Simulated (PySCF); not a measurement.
Zr (zirconium, neutral) across methods

[Kr] 4d3 5s1, high-spin 5F determinant (an excited configuration). Calculation: PySCF 2.14, in x2c-TZVPPall; the spin-free X2C one-electron Hamiltonian (Gaussian nucleus).

```json
{"method": "LDA", "E (hartree)": "-3593.78", "mean ε 4p β (eV)": "-29.461", "mean ε 5s α (eV)": "-4.414", "mean ε 4d α (eV)": "-3.026", "Σ⟨r²⟩ (bohr²)": "60.59", "⟨S²⟩": "6.000"}
{"method": "BHandHLYP", "E (hartree)": "-3598.21", "mean ε 4p β (eV)": "-33.143", "mean ε 5s α (eV)": "-5.007", "mean ε 4d α (eV)": "-4.743", "Σ⟨r²⟩ (bohr²)": "60.20", "⟨S²⟩": "6.002"}
{"method": "CAM-B3LYP", "E (hartree)": "-3598.42", "mean ε 4p β (eV)": "-32.629", "mean ε 5s α (eV)": "-5.490", "mean ε 4d α (eV)": "-5.005", "Σ⟨r²⟩ (bohr²)": "60.10", "⟨S²⟩": "6.001"}
{"method": "M06-L", "E (hartree)": "-3598.08", "mean ε 4p β (eV)": "-29.587", "mean ε 5s α (eV)": "-3.848", "mean ε 4d α (eV)": "-2.829", "Σ⟨r²⟩ (bohr²)": "60.15", "⟨S²⟩": "6.002"}
{"method": "r2SCAN", "E (hartree)": "-3598.23", "mean ε 4p β (eV)": "-29.828", "mean ε 5s α (eV)": "-4.360", "mean ε 4d α (eV)": "-3.229", "Σ⟨r²⟩ (bohr²)": "59.99", "⟨S²⟩": "6.003"}
{"method": "PBE", "E (hartree)": "-3597.84", "mean ε 4p β (eV)": "-29.213", "mean ε 5s α (eV)": "-4.208", "mean ε 4d α (eV)": "-3.020", "Σ⟨r²⟩ (bohr²)": "60.65", "⟨S²⟩": "6.001"}
{"method": "BLYP", "E (hartree)": "-3598.34", "mean ε 4p β (eV)": "-29.147", "mean ε 5s α (eV)": "-4.017", "mean ε 4d α (eV)": "-2.764", "Σ⟨r²⟩ (bohr²)": "61.05", "⟨S²⟩": "6.001"}
{"method": "PBE0", "E (hartree)": "-3597.91", "mean ε 4p β (eV)": "-31.223", "mean ε 5s α (eV)": "-4.710", "mean ε 4d α (eV)": "-3.995", "Σ⟨r²⟩ (bohr²)": "60.13", "⟨S²⟩": "6.002"}
{"method": "UHF", "E (hartree)": "-3596.18491", "mean ε 4p β (eV)": "-36.358", "mean ε 5s α (eV)": "-5.910", "mean ε 4d α (eV)": "-6.611", "Σ⟨r²⟩ (bohr²)": "61.03", "⟨S²⟩": "6.006"}
```
